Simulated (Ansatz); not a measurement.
Calculated with Ansatz (gas phase, PBE0-D4/def2-TZVP geometries, no zero-point term in ΔE). CBS: MP2 limit from def2 TZ/QZ plus the TZ coupled-cluster correction, frozen cores. This one scheme is used for every species. Functionals use def2-TZVPP. For Ti outer-core shells are correlated without core-valence functions, which leaves a few kJ/mol of doubt a bond. Scalar relativity is left out up to krypton. Each species was taken in one conformer, which may not be the lowest.

Reaction (formal hydrolysis of a Ti–N bond): `[NH2][Ti]([F])([F])[Cl]` + H₂O → `[OH][Ti]([F])([F])[Cl]` + NH₃

| level | ΔE (kcal/mol) |
| --- | --- |
| B97M-V | -13.9 |
| RPA@PBE/def2-TZVPP | -11.8 |
| CCSD/def2-SVP | -14.2 |
| HF/CBS(def2) | -13.8 |

**Question.** What does CCSD(T)/CBS give? (Estimate.)

**Answer.** Ansatz gave: -10.9 kcal/mol. The listed levels differ from it by -3.0, -0.9, -3.3, -2.9 kcal/mol.

**Question.** What do rigid-rotor, harmonic-oscillator terms from PBE0-D4/def2-TZVP frequencies (298.15 K, 1 bar) make of the CCSD(T)/CBS value? (Estimate.)

**Answer.** The calculation gave: ΔZPE = +0.5 kcal/mol, ΔH = -10.5 kcal/mol, ΔS = 2 J/(mol·K), ΔG = -10.6 kcal/mol.

Largest T1 diagnostic among the species: 0.024, so the coupled-cluster value is less sure than usual.

Leaving LDA and LC-ωPBE aside and taking each functional with its dispersion term where it has one, the values, not all of them listed here, spread over 1.9 kcal/mol, from B97M-V to HSE06-D4. In def2-TZVPP, CCSD(T) changes the Hartree–Fock value by +1.9 kcal/mol (the triples alone add +0.2 kcal/mol) and MP2 by +2.1 kcal/mol. At CCSD(T), def2-SVP lies −3.4 kcal/mol from the extrapolated value and def2-TZVPP −1.0 kcal/mol.

CCSD(T)/CBS has its own doubt, a few kJ/mol and more with outer-core shells, so smaller differences from it don't rank the levels.
